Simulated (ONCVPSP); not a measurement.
# Reading a pseudo-wave (germanium)

Columns: radius, all-electron u(r) and pseudo u(r) of the 3p shell (level -115.38 eV) of germanium in the configuration [Ne] 3s2 3p6 3d10 4s2 4p2; BLYP, scalar-relativistic, ONCV scheme, ONCVPSP 4.0.1.

```tsv
r (bohr)	all-electron	pseudo
0.057	-0.4795	0.0424
0.115	-0.7128	0.1648
0.172	-0.4695	0.3457
0.230	-0.0054	0.5648
0.288	0.4701	0.7898
0.345	0.8500	0.9899
0.402	1.1149	1.1493
0.460	1.2727	1.2584
0.518	1.3377	1.3106
0.575	1.3350	1.3115
0.632	1.2871	1.2715
0.690	1.2089	1.2005
0.747	1.1161	1.1120
0.805	1.0143	1.0125
0.862	0.9133	0.9125
0.920	0.8138	0.8133
0.977	0.7215	0.7212
1.035	0.6346	0.6344
1.092	0.5568	0.5567
1.150	0.4855	0.4854
1.208	0.4219	0.4218
1.265	0.3665	0.3664
1.322	0.3176	0.3175
1.380	0.2740	0.2739
1.438	0.2359	0.2358
1.495	0.2033	0.2032
```

Q: How many radial nodes do the two functions have?

A: The all-electron 3p function has n − l − 1 = 1; the pseudo-wave has 0, since the states of the same l below it are removed with the core.

Q: At about which radius was the pseudo-wave matched?

A: 1.10 bohr. The columns agree to 0.0005 from 0.92 bohr on; several derivatives are matched, so the curves merge somewhat inside the radius.

Q: Where does each function peak?

A: Outermost all-electron maximum near 0.52 bohr, pseudo maximum near 0.57 bohr (to the table’s step).

Q: Is the pseudo-wave norm-conserving?

A: Yes: the ONCV scheme keeps the norm inside the radius equal to the all-electron one, which fixes the energy derivative of the logarithmic derivative at the level.
